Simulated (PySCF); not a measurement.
C₂H₈Si₂ (SMILES C1[SiH2]C[SiH2]1), singlet, at a GFN2-xTB geometry.

The PySCF input:
```python
from pyscf import gto, scf, mp

mol = gto.Mole()
mol.atom = '''
    C     0.25209438    0.38514971    1.24640713
    Si    1.34551195   -0.26633688   -0.18984983
    C    -0.25362570   -0.39526463   -1.24292497
    Si   -1.34479007    0.27110514    0.18820832
    H     0.49999714    1.38792267    1.58498194
    H     0.25076462   -0.24475418    2.13240670
    H     2.32827527    0.69774529   -0.69174618
    H     2.00712496   -1.54626746    0.07700294
    H    -0.25648887    0.22053274   -2.13870826
    H    -0.50035246   -1.40385890   -1.56485572
    H    -1.98651303    1.55971117   -0.08540501
    H    -2.34372596   -0.67709734    0.68841186
'''
mol.basis = '6-31g**'
mol.verbose = 5
mol.build()

mf = scf.RHF(mol)
mf.kernel()

pt = mp.MP2(mf, frozen=12)
pt.kernel()
print('E(MP2) = %.10f' % pt.e_tot)
mf.analyze()
```

Problem. What does this run give for the nuclear repulsion energy, number of basis functions, SCF-reference HOMO energy, MP2 correlation energy, SCF-reference HOMO-LUMO gap, total energy?

Solution. 
- nuclear repulsion energy = 217.2203 Eh
- number of basis functions = 104
- SCF-reference HOMO energy = -10.58 eV
- MP2 correlation energy = -0.4679 Eh
- SCF-reference HOMO-LUMO gap = 13.86 eV
- total energy = -658.6966 Eh
